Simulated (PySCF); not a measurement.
BClFHS, SMILES FB(S)Cl. Atoms are numbered in the order given.

```xyz
5

B      0.3647     0.0177     0.0000
Cl    -0.4960     1.5532     0.0000
F      1.6873     0.0266     0.0000
S     -0.5686    -1.5252     0.0000
H      0.5208    -2.3295     0.0000
```

Geometry optimised at B3LYP-D3(BJ)/def2-SVP. One conformer was computed; it need not be the lowest.

Calculation: TDDFT-CAM-B3LYP/def2-SVPD (PySCF).

Vertical excitations.  State labels are in the subgroup Cs.

Problem. Give excitation energies, oscillator strengths and character. (An estimate is asked for; the answer gives what the named calculation found.)

Solution. 
| state | symmetry | energy (eV) | λ (nm) | f | main pairs |
|---|---|---|---|---|---|
| S1 | A" | 6.72 | 185 | 0.009 | HOMO→LUMO+1 50 %, HOMO→LUMO+2 35 %, HOMO→LUMO+3 10 % |
| S2 | A' | 6.73 | 184 | 0.204 | HOMO→LUMO 95 % |
| S3 | A" | 7.28 | 170 | 0.000 | HOMO−1→LUMO 96 % |
| S4 | A" | 7.44 | 167 | 0.040 | HOMO→LUMO+1 41 %, HOMO→LUMO+3 26 %, HOMO→LUMO+2 22 % |
| S5 | A" | 7.84 | 158 | 0.003 | HOMO−2→LUMO 91 % |
| S6 | A" | 8.31 | 149 | 0.000 | HOMO→LUMO+3 46 %, HOMO→LUMO+2 31 %, HOMO→LUMO+6 13 % |
| S7 | A' | 8.41 | 147 | 0.056 | HOMO−3→LUMO 88 % |
| S8 | A' | 8.64 | 143 | 0.098 | HOMO−1→LUMO+1 79 % |
| S9 | A' | 8.83 | 140 | 0.003 | HOMO−2→LUMO+1 73 % |
| S10 | A" | 8.86 | 140 | 0.001 | HOMO→LUMO+4 80 % |
| T1 | A' | 5.56 | 223 | 0 | HOMO→LUMO 98 % |
| T2 | A" | 6.25 | 198 | 0 | HOMO→LUMO+2 42 %, HOMO→LUMO+1 39 %, HOMO→LUMO+3 10 % |
| T3 | A" | 6.99 | 177 | 0 | HOMO−1→LUMO 54 %, HOMO→LUMO+1 17 %, HOMO−2→LUMO 16 % |
| T4 | A" | 7.18 | 173 | 0 | HOMO−1→LUMO 36 %, HOMO→LUMO+1 30 %, HOMO→LUMO+3 15 %, HOMO→LUMO+2 11 % |
Triplets are in the Tamm–Dancoff approximation, which puts them higher than full response would, so one can lie above its singlet here.
